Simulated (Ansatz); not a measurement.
Cost and result for the atomization energy of C₂H₁₀BNSi (15 atoms, 15 bonds).

```xyz
15

B     0.3564    0.0193   -1.4160
C     0.5891    0.6233    0.0042
C     1.8147    0.3824    0.8342
N    -0.3494   -0.5606   -0.0554
Si   -2.0807   -0.3753    0.1876
H     1.1746   -0.7429   -1.8536
H    -0.4408    0.5292   -2.1559
H     0.0364    1.5154    0.2957
H     1.6002    0.3168    1.9067
H     2.5184    1.2048    0.6857
H     2.3238   -0.5333    0.5204
H     0.0797   -1.4092    0.2880
H    -2.7738   -1.4685   -0.5342
H    -2.4023   -0.4549    1.6375
H    -2.4462    0.9536   -0.3449
```

Total charge 0; spin multiplicity 1. The bonds changed during the relaxation, so this is another structure than the one it started from. All single points use the PBE0-D4/def2-TZVP geometry. It is one conformer, not always the lowest. Program: Ansatz. All runs use 4 threads of an Arm Neoverse V1 on a shared host. Times are those of one run each, without the atoms' runs, and a repeat can differ threefold. Electronic energies, without spin–orbit coupling; frozen cores. CCSD(T)/CBS adds CCSD(T) − MP2 in def2-TZVPP to the MP2 limit, and its time is that of the two runs behind it. T1 = 0.010. B3LYP takes the VWN-RPA correlation (the form of Gaussian; ORCA's B3LYP/G).

CCSD(T)/CBS is a level of theory with its own doubt, some kJ/mol a heavy atom from the limit and from the frozen cores, so smaller differences don't rank the functionals.

| level | functions | atomization (kJ/mol) | difference from CCSD(T)/CBS | per bond |
| --- | --- | --- | --- | --- |
| PBE-D4/def2-TZVPP (with forces) | 306 | 5422.7 | 70.4 | 4.7 |
| MP2/def2-QZVPP | 598 | 5338.4 | -13.9 | -0.9 |
| CCSD(T)/def2-TZVPP | 306 | 5228.4 | -123.9 | -8.3 |
| B3LYP-D4/def2-TZVPP (with forces) | 306 | 5377.0 | 24.7 | 1.6 |
| ωB97X-V/def2-TZVPP | 306 | 5385.5 | 33.2 | 2.2 |
| ωB97M-V/def2-TZVPP (with forces) | 306 | 5384.8 | 32.5 | 2.2 |
| CCSD(T)/CBS(def2) | – | 5352.3 | 0.0 | 0.0 |
| r2SCAN-D4/def2-TZVPP (with forces) | 306 | 5365.7 | 13.4 | 0.9 |
| PBE0-D4/def2-TZVPP | 306 | 5370.1 | 17.8 | 1.2 |
| B2PLYP/def2-TZVPP | 306 | 5308.4 | -43.9 | -2.9 |

Q: Order the runs by time, with rough figures. (Best estimate.)

A: Ansatz gave: PBE-D4/def2-TZVPP (with forces) 3.8 s; PBE0-D4/def2-TZVPP 4.5 s; r2SCAN-D4/def2-TZVPP (with forces) 7.5 s; B3LYP-D4/def2-TZVPP (with forces) 7.5 s; B2PLYP/def2-TZVPP 8.5 s; ωB97X-V/def2-TZVPP 12 s; ωB97M-V/def2-TZVPP (with forces) 18 s; MP2/def2-QZVPP 56 s; CCSD(T)/def2-TZVPP 18 min; CCSD(T)/CBS(def2) 19 min.

In def2-TZVPP, CCSD(T) changes the Hartree–Fock value by +1226.1 kJ/mol (the triples alone add +62.0 kJ/mol) and MP2 by +1262.5 kJ/mol; breaking electron pairs costs correlation energy, which Hartree–Fock lacks. The D4 term adds +49.9 kJ/mol with B3LYP and +26.3 kJ/mol with PBE0; it sums over pairs of atoms, weighted by their polarisabilities, and B3LYP, whose exchange is more repulsive, gets the larger term. From PBE to PBE0 (25 % exact exchange), in def2-TZVPP and without D4, the atomization energy moves by −47.6 kJ/mol: exact exchange takes away binding that semilocal exchange gives to molecules.
